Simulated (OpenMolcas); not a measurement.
V2+: ligand-field states by method

V2+ with 6 ligands (fluoride) in octahedral coordination (Oh) at 2.1 Å. A charge of +0.667 e stands 2.4 Å behind each ligand. Ligand basis ANO-RCC-VDZP.

```
Program             : OpenMolcas
Basis               : ANO-RCC-VDZP [5s4p2d1f]
Scalar Hamiltonian  : DKH2, point nucleus
Active space        : 3 electrons in 5 orbitals (3d)
State averaging     : 2S+1 = 4 even, 10 roots; 2S+1 = 2 even, 40 roots
Spin-orbit coupling : RASSI with atomic mean-field integrals over the reference wave functions
```

I. CASSCF
II. SS-CASPT2, IPEA 0.25 Eh, imaginary shift 0.1 Eh (closed shells correlated: 3s 3p and the ligand valence shells)

Spin-free states (labels of O, the rotations of Oh) in cm-1, each column counted from its own energy of the first state listed:

```csv
State,Degeneracy,I,II
4A2,1,0,0
4T2,3,9283,9880
4T1,3,15458,15000
2E,2,16648,13780
2T1,3,17468,14670
2T2,3,22776,18820
2A1,1,23484,20410
2T2,3,26378,24210
4T1,3,26870,24390
2T1,3,27103,24720
2E,2,28905,25280
2T1,3,32128,28860
2T1,3,36397,35400
2T2,3,36919,34780
2A2,1,42073,36460
2T2,3,43062,37610
2E,2,43282,41310
2T1,3,47616,43260
2E,2,63638,55260
2T2,3,66471,59570
```

From I to II, I's first state of the same spin (4T2) moves from 9283 to 9880 cm-1, by about +600 cm-1.

From I to II, I's first state of another spin (2E) moves from 16648 to 13780 cm-1, by about -2900 cm-1.

I: A least-squares ligand-field fit to the states below 45000 cm-1, each weighted by its degeneracy and with a free common offset, gives 10Dq = 9608 cm-1, B = 934 cm-1 and C = 3521 cm-1 (C/B = 3.77), with an rms deviation of 136 cm-1. The same method and metal basis give the free ion B = 954 cm-1 (fit to its terms below 60000 cm-1, rms deviation 86 cm-1), so the nephelauxetic ratio is β = 934 / 954 = 0.98; it hangs on how both fits weigh the states, and computed free-ion B values tend to be too large, so β mixes covalency with correlation.

χT at 300 K: I 1.85, II 1.85 cm3 K/mol.

Roots that are degenerate in the reference are averaged as groups; the widest CASPT2 spread within a group is 100 cm-1 (the 2-fold group of multiplicity 2 near 25300 cm-1 above the lowest state of its run, II). Shifts and gaps below about the spread of the groups concerned are not significant. Over all roots computed the reference weight is 0.71 to 0.72 in II; a low but even weight reflects the number of correlated electrons. Ligand-to-metal charge-transfer states are missing. With no ligand orbital active B as a rule stays too high, so bands that hang on it stand too high and its fall with covalency is understated. Without dynamic correlation the repulsion within the d shell is too large (B by tens of per cent), so at a given field states of lower spin stand too high (holds for I). With metal d orbitals alone and no dynamic correlation the field as a rule comes out too small, by tens of per cent, by up to half for chloride and softer ligands (holds for I). These CASPT2 states fit no ligand-field parameters well, so their order and spin gaps are uncertain (holds for II). With one d shell and no ligand orbital active, 10Dq can be off by tens of per cent for divalent 3d ions, low with halides held by bare charges and at times high in hosts (holds for II). Free-ion shares, where given, are those of the reference states; single-state CASPT2 does not remix them (holds for II). No measured value stands beside these numbers; the geometry is a model, was not optimised and need not be the one that this ion takes.
